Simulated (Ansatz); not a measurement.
Spin states of the cluster SnTe₂⁺, each relaxed with PBE0-D4/def2-SVP in Ansatz. Electronic energies in the gas phase.

In the def2 sets Sn, Te take a core potential; there is no spin–orbit coupling. LC-ωPBE has ω = 0.4 bohr⁻¹. Correlated methods freeze 12 core orbitals; core or outer-core shells of Sn, Te are correlated, in sets that lack core-valence functions. The rows differ in basis, and correlated rows in double-zeta sets carry the largest basis error. In CCSD on the charge 1 quartet the largest single amplitude is 0.31, so its Hartree–Fock determinant may place the open shell otherwise than the density functionals do. The structure comes from a short search, and lower isomers may exist.

Doublet geometry (C2v within 0.1 Å):

```xyz
3

Sn    0.857   -0.305   -1.396
Te   -0.418    1.467    0.417
Te   -0.440   -1.162    0.979
```

Quartet geometry (C2v within 0.1 Å):

```xyz
3

Sn    1.2191    1.1297   -1.0546
Te   -0.4271   -1.5359   -0.3020
Te   -0.7920    0.4062    1.3566
```

⟨S²⟩: doublet 0.77 at PBE0-D4/def2-TZVP (pure 0.75), quartet 3.76 at PBE0-D4/def2-TZVP (pure 3.75).

Only these spin states were relaxed.

| level | quartet − doublet (kcal/mol) | lowest of these | remarks |
| --- | --- | --- | --- |
| LDA (SPW92)/def2-TZVP | 52.6 | doublet | – |
| PBE-D4/def2-TZVP | 46.8 | doublet | – |
| PBE0-D4/def2-TZVP | 46.3 | doublet | – |
| LC-ωPBE/def2-TZVP | 44.5 | doublet | – |
| ωB97M-V/def2-TZVP | 45.4 | doublet | – |
| MP2/def2-TZVP | 53.3 | doublet | spin-contaminated (⟨S²⟩ 0.83) (doublet) |
| CCSD/def2-SVP | 42.8 | doublet | – |
| CCSD(T)/def2-SVP | 44.2 | doublet | – |

Change of the quartet − doublet gap on mixing in exact exchange, in kcal/mol: PBE to PBE0 (25 % exact exchange) -0.4.
